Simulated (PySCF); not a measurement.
# Ionisation energy of As²⁺ by level of theory

As²⁺ [Ar] 3d10 4s2 4p1 (2P) → As³⁺ [Ar] 3d10 4s2 (1S), as a difference of total energies. Computed with PySCF 2.14 in x2c-TZVPPall, with the spin-free X2C one-electron Hamiltonian (Gaussian nucleus). Correlated levels: valence and next inner shell: [Ne] frozen. The calculations carry no spin-orbit coupling.

```
                                method  ionisation energy (eV)
                                   UHF                  27.391
    MP2 (valence and next inner shell)                  27.805
SCS-MP2 (valence and next inner shell)                  27.749
   CCSD (valence and next inner shell)                  27.842
CCSD(T) (valence and next inner shell)                  27.867
```

Task: How much does correlation contribute at CCSD(T) (valence and next inner shell)?

Result: 27.867 − (27.391) = 0.476 eV, measured against UHF.

A first-order spin-orbit estimate (lowest level to lowest level, LS coupling) adds 0.224 eV.

Errors of the correlated levels include the incompleteness of this basis and the frozen core.

For comparison: 28.349 ± 0.012 eV (measured; NIST Atomic Spectra Database, ionization energies).
